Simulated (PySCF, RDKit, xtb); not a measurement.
Noncovalent pair: CH2O (SMILES C=O) (first 4 atoms) with CH2F2 (SMILES FCF); geometry from B3LYP-D3(BJ)/def2-TZVP, rigid monomers moved along the line of their centres of mass till O2···H9 is 3.43 Å.
(charge 0, multiplicity 1):
| atom | x (Å) | y (Å) | z (Å) |
|---|---|---|---|
| C | -0.3321 | -0.1009 | -0.0157 |
| O | 0.6460 | -0.7140 | 0.3174 |
| H | -0.5454 | 0.1159 | -1.0798 |
| H | -1.0646 | 0.2758 | 0.7196 |
| F | -0.2620 | 0.8157 | 4.2159 |
| C | -0.1861 | -0.5349 | 4.4087 |
| F | -1.3946 | -1.0760 | 4.0719 |
| H | -0.0057 | -0.7234 | 5.4679 |
| H | 0.5718 | -0.9377 | 3.7396 |

Interaction energies are E(AB) − E(A) − E(B) at the monomers' geometry in the complex; basis-set methods are counterpoise corrected. RDKit's UFF carries no charges.

Rows in 6-31G* carry no dispersion term and start afresh at each structure (6-31G* with six Cartesian d functions).

Programs: PySCF for 6-31G* rows; RDKit for the force fields; xtb for the GFN methods. 

### Question
One of these levels gives -38.5 meV for the interaction energy. Which?
(A) UFF
(B) GFN-FF
(C) B3LYP/6-31G*

### Answer
C, B3LYP/6-31G*. The others give -21.5 (UFF), -74.1 (GFN-FF)
